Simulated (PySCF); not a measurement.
B₂F₃, SMILES F[B]B(F)F, multiplicity 2. Atoms are numbered in the order given.

```xyz
5

F      2.2205     0.1575     0.0000
B      1.0623    -0.4205     0.0000
B     -0.5642    -0.0176     0.0000
F     -1.2486     0.0429    -1.1313
F     -1.2486     0.0429     1.1313
```
Charge 0, spin multiplicity 2.

Coordinates come from a PBE0-D3(BJ)/def2-SVP optimisation. The isomer is the one that the SMILES or the coordinates give; other isomers of the formula were not compared. One conformer was computed; it need not be the lowest.

Calculation: PySCF with B3LYP/pcH-1.

Unrestricted Kohn–Sham, ⟨S²⟩ = 0.754. Hyperfine tensors hold the contact and dipolar terms, without spin-orbit corrections.

### Question
Estimate the hyperfine couplings. (An estimate is asked for; the answer gives what the named calculation found.)

### Answer

```
nucleus    A(iso) (MHz)  A(iso) (G)  dipolar principal values (MHz)
---------  ------------  ----------  ------------------------------
19F no. 1         164.7        58.8           -197.4, -165.6, 363.0
11B no. 2         252.6        90.1              -40.0, -38.5, 78.5
11B no. 3         106.1        37.9              -13.0, -11.4, 24.4
19F no. 4          42.1        15.0             -63.7, -46.0, 109.7
19F no. 5          42.1        15.0             -63.7, -46.0, 109.7
```

### Question
And the g tensor (effective nuclear charges for spin-orbit coupling, GIAO)? (An estimate is asked for; the answer gives what the named calculation found.)

### Answer
principal values 1.9963, 2.0024, 2.0045; isotropic 2.0011.
